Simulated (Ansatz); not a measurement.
`C[SiH](Cl)Cl` + `C#CC(C)(C)C` → `C#C[SiH](C)Cl` + `CC(C)(C)Cl` at 600 K and 1 bar (formal exchange of groups at the Si–Cl bond).

Program: Ansatz. Geometries: PBE0-D4/def2-TZVP. ΔE: electronic, gas phase. CCSD(T)/CBS is the MP2 limit (def2-TZVPP, def2-QZVPP) plus CCSD(T) − MP2 in def2-TZVPP, frozen cores.

```
        species  CCSD(T)/CBS energy (Eh)  H − E (kJ/mol)  S (J/(mol·K))
 `C[SiH](Cl)Cl`              -1249.21450           180.0          404.3
  `C#CC(C)(C)C`               -234.28350           443.4          449.1
`C#C[SiH](C)Cl`               -866.03655           236.8          440.4
   `CC(C)(C)Cl`               -617.42843           385.4          417.2
```

H − E and S are ideal-gas, rigid-rotor, harmonic terms from PBE0-D4/def2-TZVP, for one conformer and one mirror image of each species. 1 Eh = 2625.50 kJ/mol, R = 8.31446 J/(mol·K).

Problem. By hand: ΔE, ΔH, ΔS and ΔG.

Solution. ΔE = (-866.03655) + (-617.42843) − (-1249.21450) − (-234.28350) = 0.03302 Eh = 86.7 kJ/mol. Δ(H − E) = 236.8 + 385.4 − 180.0 − 443.4 = -1.2, so ΔH = 85.5 kJ/mol. ΔS = 440.4 + 417.2 − 404.3 − 449.1 = 4.2 J/(mol·K). ΔG = 85.5 − 600 × (4.2)/1000 = 83.0 kJ/mol.

Problem. By hand: the equilibrium constant, and the temperature at which ΔG would vanish if ΔH and ΔS stayed fixed.

Solution. log₁₀ K = −ΔG/(RT ln 10) = -7.2. ΔG = 0 at ΔH/ΔS = 20357 K, far beyond where these terms or the molecules hold.

The number of gas molecules stays the same, so ΔS is small and ΔH decides. A doubt of 5 kJ/mol in ΔE shifts log₁₀ K by 0.4 here. Other conformers and mirror images would add mixing entropy, several J/(mol·K) or more a flexible species. These are equilibria of isolated gas molecules and say nothing of rates. Largest T1 diagnostic: 0.011 (customary marks: 0.02 for closed shells, 0.045 for open ones).
